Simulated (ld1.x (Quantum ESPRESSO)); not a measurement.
## Before and after: TM semilocal potential for calcium

* Element: calcium
* Generator: ld1.x (Quantum ESPRESSO) 7.5
* Type: norm-conserving Troullier–Martins (semilocal form)
* Functional: LDA (PZ)
* Relativity: scalar-relativistic
* Frozen core: [Ar]
* Valence charge: 2
* Reference configuration: 3d0 4s1.5 4p0 (charge +0.5)
* Partial waves: 4s (bound): rc 2.75 bohr; 3d (bound, empty): rc 1.95 bohr; 4p (bound, empty): rc 3.20 bohr
* Local potential: the p channel
* Core correction: a·sin(br)/r model core inside 1.40 bohr

Change: wave 3d (bound): rc 1.95 bohr becomes 3d (bound): rc 1.46 bohr.

Cutoffs: the cutoffs (Ry, on a coarse ladder) from which the occupation-weighted sum of valence levels, in a spherical-Bessel basis at the reference potential, stays within 10 and 1 mRy of its value at 400 Ry; they do not see the model core or the augmentation charge, which bear on the density cutoff. Errors are all-electron minus pseudo energies relative to the spin-unpolarised reference configuration.

Problem. Predict the effect on cutoff, ghosts and configuration errors.

Solution. Both files are so soft that the ladder of cutoffs tells neither apart; the errors of the 9 common tests hardly move; the range in which the d phases agree widens (upper end 0.6 → 3.7); neither file shows a bound ghost. A semilocal file is local in each channel, so a ghost entry of none says nothing of the separable form that plane-wave codes build from it.

| quantity | base | changed |
| --- | --- | --- |
| cutoff, loose | 6 Ry | 6 Ry |
| cutoff, tight | 10 Ry | 10 Ry |
| bound ghosts | none | none |
| error for 3d0 4s2 4p0, meV [ΔE -2.57 eV] | +0.2 | +0.2 |
| error for 3d0 4s1 4p0, meV [ΔE 3.90 eV] | -1.1 | -1.1 |
| error for 3d0 4s1 4p1, meV [ΔE -0.08 eV] | -1.3 | -1.3 |
| error for 3d1 4s0 4p0, meV [ΔE 5.23 eV] | -214 | -237 |
| error for 3d0 4s0 4p1, meV [ΔE 7.02 eV] | -13 | -13 |
| error for 3d0.5 4s1.5 4p0, meV [ΔE -1.54 eV] | -47 | -51 |
| error for 3d1 4s1 4p0, meV [ΔE -0.32 eV] | -124 | -135 |
| error for 3d0 4s1.5 4p0 (spin-polarised), meV [ΔE -0.04 eV] | 0.0 | 0.0 |
| error for 3d0 4s1 4p0 (spin-polarised), meV [ΔE 3.69 eV] | -3.3 | -3.3 |
| s: phases at 3.48 bohr within 0.05 rad from the reference energy up to (Ry; the scan ends near 5) | 1.0 | 1.0 |
| p: phases at 3.48 bohr within 0.05 rad from the reference energy up to (Ry; the scan ends near 5) | 0.8 | 0.8 |
| d: phases at 3.48 bohr within 0.05 rad from the reference energy up to (Ry; the scan ends near 5) | 0.6 | 3.7 |

Base: The cutoffs count occupied waves only; the empty 3d level needs 40 Ry at the loose tolerance. Changed file: The cutoffs count occupied waves only; the empty 3d level needs 70 Ry at the loose tolerance.
